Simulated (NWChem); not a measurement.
Molecule: CH₃ClGe, singlet; SMILES [CH3][Ge][Cl]

```xyz
6

Ge    -0.4849     0.4982     0.0036
Cl     0.2261    -1.5918    -0.0036
C      1.3168     1.3358     0.0047
H      1.2541     2.4348     0.0121
H      1.8798     1.0076    -0.8854
H      1.8847     0.9960     0.8873
```
Atoms are numbered in this order, from 1.

Low-valent species are run as closed-shell singlets; no triplet was tried in these runs. Coordinates come from a PBE0/def2-SVP optimisation.

**Question.** Give the principal values of the shielding tensors (ppm) of Ge1, Cl2, C3 from KT2/pcSseg-1, GIAO (NWChem), with their diamagnetic and paramagnetic parts as GIAO splits them.

**Answer.** 
| atom | σ11 | σ22 | σ33 | isotropic | diamagnetic | paramagnetic |
|---|---|---|---|---|---|---|
| Ge1 | -1878.3 | 897.5 | 1018.9 | 12.7 | 2757.2 | -2744.5 |
| Cl2 | -340.8 | 381.2 | 977.9 | 339.4 | 1150.0 | -810.5 |
| C3 | 68.0 | 147.8 | 183.7 | 133.1 | 253.3 | -120.2 |
